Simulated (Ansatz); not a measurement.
`CN([SiH3])CO` + H₂ → `CN(C)[SiH3]` + H₂O  (hydrogenolysis of a C–O bond)

Gas-phase electronic energies from Ansatz, PBE0-D4/def2-TZVP geometries. CCSD(T)/CBS is the MP2 limit (def2-TZVPP, def2-QZVPP) plus CCSD(T) − MP2 in def2-TZVPP, frozen cores. This one scheme is used for every species. DFT in def2-TZVPP. B3LYP here is the variant with VWN-RPA as its local correlation; programs differ in this. HSE06 is defined as in plane-wave codes. Each species was taken in one conformer, which may not be the lowest.

```tsv
level	ΔE (kJ/mol)	difference from CCSD(T)/CBS
LDA (SPW92)	-65.2	15.6
PBE-D4	-70.9	9.9
revPBE-D4	-68.4	12.4
BLYP-D4	-69.5	11.3
r2SCAN-D4	-71.4	9.4
B97M-V	-77.8	3.0
PBE0-D4	-76.6	4.2
B3LYP-D4	-74.6	6.2
r2SCANh-D4	-73.5	7.3
HSE06-D4	-76.7	4.1
BHLYP-D4	-79.0	1.8
CAM-B3LYP-D4	-74.5	6.3
ωB97X-V	-72.4	8.4
ωB97M-V	-74.6	6.2
B2PLYP	-78.7	2.1
PBE-QIDH	-79.8	1.0
PBE	-74.1	6.7
revPBE	-77.6	3.2
r2SCAN	-72.4	8.4
PBE0	-79.4	1.4
B3LYP	-79.6	1.2
r2SCAN0	-77.5	3.3
HSE06	-79.3	1.5
BHLYP	-82.7	-1.9
CAM-B3LYP	-77.4	3.4
LC-ωPBE	-79.7	1.1
RPA@PBE/def2-TZVPP	-72.8	8.0
MP2/def2-SVP	-66.5	14.3
CCSD/def2-SVP	-68.9	11.9
CCSD(T)/def2-SVP	-65.2	15.6
MP2/def2-TZVPP	-78.5	2.3
SCS-MP2/def2-TZVPP	-78.4	2.4
CCSD/def2-TZVPP	-80.8	0.0
CCSD(T)/def2-TZVPP	-76.8	4.0
HF/def2-QZVPP	-88.3	-7.5
MP2/def2-QZVPP	-81.1	-0.3
SCS-MP2/def2-QZVPP	-81.0	-0.2
HF/CBS(def2)	-88.4	-7.6
MP2/CBS(def2)	-82.5	-1.7
CCSD/CBS(def2)	-84.8	-4.0
CCSD(T)/CBS	-80.8	0
```

Largest T1 diagnostic among the species: 0.011.

Leaving LDA and LC-ωPBE aside and taking each functional with its dispersion term where it has one, the values spread over 11.4 kJ/mol, from PBE-QIDH to revPBE-D4. LDA lies +8.9 kJ/mol from PBE without D4. The D4 term adds +5.0 kJ/mol with B3LYP and +2.8 kJ/mol with PBE0; it sums over pairs of atoms, weighted by their polarisabilities, and B3LYP, whose exchange is more repulsive, gets the larger term. From r2SCAN to r2SCAN0 (25 % exact exchange), in def2-TZVPP and without D4, ΔE moves by −5.1 kJ/mol.

CCSD(T)/CBS has its own doubt, a few kJ/mol and more with outer-core shells, so smaller differences from it don't rank the levels.
